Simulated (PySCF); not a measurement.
# Vertical excitation energies

Species: C7H12P (charge +1).
SMILES with atom numbers: `[CH2:1]=[CH:2][P+:3]([CH3:4])([CH3:5])[C:6]#[C:7][CH3:8]` (hydrogens: H9, H10 on C1; H11 on C2; H12, H13, H14 on C4; H15, H16, H17 on C5; H18, H19, H20 on C8)

Method used: PySCF 2.14.0, density-fitted response routines, TDDFT wB97X-D/def2-SVPD, vertical, gas phase, core orbitals frozen in the response. The structure is a single PBE0-D3(BJ)/def2-SVP conformer in the gas phase; no vibrational or solvent corrections. Torsions of this conformer, `[CH2:1]=[CH:2][P+:3]([CH3:4])([CH3:5])[C:6]#[C:7][CH3:8]`: C1–C2–P3–C4 -120°.

**Question.** What does the calculation give for the low-lying excited states?

**Answer.** 

```csv
state,E (eV),E (kJ/mol),λ (nm),f,"main configurations (H = HOMO, L = LUMO)"
S1,5.83,563,212.5,0.0001,"H→L+1 (65%), H-1→L+2 (21%), H-1→L (10%)"
S2,6.08,587,203.9,0.0026,"H-1→L+1 (47%), H→L+2 (33%), H→L (17%)"
S3,6.09,588,203.6,0.0022,"H-1→L+2 (42%), H→L+1 (31%), H-1→L (23%)"
S4,7.15,690,173.4,0.0010,"H-1→L (56%), H-1→L+2 (28%), H-3→L (12%)"
S5,7.22,696,171.8,0.165,"H→L (44%), H-2→L (44%)"
S6,7.28,702,170.3,0.243,"H-2→L (51%), H→L (36%), H→L+2 (10%)"
S7,7.49,723,165.4,0.0000,H-2→L+1 (94%)
S8,7.72,745,160.5,0.0004,H-3→L (74%)
S9,7.92,764,156.5,0.020,H-2→L+2 (93%)
```

Triplets, Tamm–Dancoff:

```json
{"state": "T1", "E (eV)": "4.39", "λ (nm)": "282.4", "main configurations (H = HOMO, L = LUMO)": "H-2→L (83%), H-2→L+2 (12%)"}
{"state": "T2", "E (eV)": "4.90", "λ (nm)": "252.9", "main configurations (H = HOMO, L = LUMO)": "H-1→L+1 (45%), H→L+2 (35%), H→L (11%)"}
{"state": "T3", "E (eV)": "5.38", "λ (nm)": "230.5", "main configurations (H = HOMO, L = LUMO)": "H→L+1 (56%), H-1→L+2 (28%), H-1→L (10%)"}
{"state": "T4", "E (eV)": "5.39", "λ (nm)": "230.2", "main configurations (H = HOMO, L = LUMO)": "H-1→L+1 (47%), H→L+2 (34%), H→L (12%)"}
```

The lowest singlet comes at 212 nm (563 kJ/mol) in the ultraviolet; it is dark (f under 0.0005); its leading configuration is HOMO→LUMO+1 (65%). The most intense listed level is S6 at 7.28 eV (170 nm, f = 0.243), 1.45 eV above S1. S2/S3 lie within about 0.01 eV of each other. Löwdin shares by element: HOMO carbon 81% or more, phosphorus 5%; LUMO carbon 61% or more, phosphorus 12% (atoms not listed hold the other 27%). The listed states span 2.09 eV, and the widest gap between neighbours is 1.06 eV (S3 to S4). Weighted by f, the mean energy of these states is 7.27 eV. The oscillator strengths of these states sum to 0.434; summed over the whole spectrum of an exact calculation they would give the number of electrons, 68 (Thomas–Reiche–Kuhn). The vertical ionisation energy (ΔSCF) is 14.40 eV, 6.48 eV above S9. Orbitals of the list HOMO-3 to LUMO+2 that lie within 0.01 eV of each other are written together with a slash and their weights summed (≥ marks a lower bound); for degenerate orbitals outside that list single weights are arbitrary. The window holds the lowest 10 singlets. The highest level found (8.47 eV, f 0.023 so far) is left out, since the window may have cut off a degenerate partner.
